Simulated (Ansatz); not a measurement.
C10H9NS, SMILES C=Cc1cc(N)cc2sccc12. Heavy atoms are numbered as in [CH2:1]=[CH:2][c:3]1[cH:4][c:5]([NH2:6])[cH:7][c:8]2[s:9][cH:10][cH:11][c:12]12.

Level of theory: B3LYP-D3(BJ)/def2-SVP (Ansatz, an electronic-structure program).

Bond lengths of the relaxed neutral molecule (Å): C1–C2 1.341, C2–C3 1.472, C3–C4 1.396, C3–C12 1.422, C4–C5 1.414, C5–N6 1.389, C5–C7 1.403, C7–C8 1.396, C8–S9 1.753, C8–C12 1.421, S9–C10 1.750, C10–C11 1.362, C11–C12 1.442.

### Question
How do the bond lengths change in the relaxed lowest triplet? (An estimate is asked for; the answer gives what the named calculation found.)

### Answer

```json
[
 {"bond": "C1–C2", "neutral (Å)": "1.341", "triplet (Å)": "1.405"},
 {"bond": "C2–C3", "neutral (Å)": "1.472", "triplet (Å)": "1.393"},
 {"bond": "C3–C4", "neutral (Å)": "1.396", "triplet (Å)": "1.452"},
 {"bond": "C3–C12", "neutral (Å)": "1.422", "triplet (Å)": "1.483"},
 {"bond": "C4–C5", "neutral (Å)": "1.414", "triplet (Å)": "1.373"},
 {"bond": "C5–N6", "neutral (Å)": "1.389", "triplet (Å)": "1.381"},
 {"bond": "C5–C7", "neutral (Å)": "1.403", "triplet (Å)": "1.459"},
 {"bond": "C7–C8", "neutral (Å)": "1.396", "triplet (Å)": "1.397"},
 {"bond": "C8–S9", "neutral (Å)": "1.753", "triplet (Å)": "1.752"},
 {"bond": "C8–C12", "neutral (Å)": "1.421", "triplet (Å)": "1.414"},
 {"bond": "S9–C10", "neutral (Å)": "1.750", "triplet (Å)": "1.728"},
 {"bond": "C10–C11", "neutral (Å)": "1.362", "triplet (Å)": "1.389"},
 {"bond": "C11–C12", "neutral (Å)": "1.442", "triplet (Å)": "1.411"}
]
```
